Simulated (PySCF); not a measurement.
## Molecular orbitals of EuN

PBE0 at R = 1.817 Å; PySCF, spin-free X2C with a Gaussian nucleus, basis sets Eu x2c-SVPall, N x2c-SVPall. State: 2S+1 = 11, about 7.0 electrons in the 4f shell (Mulliken), a second solution, started from another occupation. Only the outer orbitals are listed, counted within each symmetry.

```csv
spin,orbital,occ.,ε (eV),on Eu (%),main shells (%)
α,3δ,1,-5.30,100,100 Eu f
α,3δ,1,-5.29,100,100 Eu f
α,1φ,1,-5.28,100,100 Eu f
α,1φ,1,-5.28,100,100 Eu f
α,8π,1,-5.12,97,94 Eu f
α,8π,1,-4.97,95,89 Eu f
α,15σ,1,-4.87,94,85 Eu f
α,16σ,1,-3.55,99,"84 Eu s, 10 Eu d"
α,4δ,0,-0.28,100,98 Eu d
α,4δ,0,-0.27,100,100 Eu d
α,9π,0,-0.21,100,"76 Eu p, 23 Eu d"
β,7π,0,-3.49,30,"70 N p, 24 Eu d"
β,14σ,0,-2.53,39,"60 N p, 21 Eu d, 14 Eu p"
β,15σ,0,-1.22,99,89 Eu s
```

Q: Which are the highest filled and the lowest empty level, where do they sit, and how wide is the gap?

A: Highest filled α 16σ at -3.55 eV (in %: 84 Eu s, 10 Eu d); lowest empty β 7π at -3.49 eV (in %: 70 N p, 24 Eu d); the gap at PBE0 is 0.06 eV.

* bond order (Mayer): 1.54
* ⟨S²⟩: 30.006
* charge on Eu (Mulliken, basis-dependent): 0.15
* charge on Eu (Löwdin, basis-dependent): -0.11
* dipole moment (positive dipole means Eu(−)N(+)): -1.89 D

Spin–orbit coupling is left out.
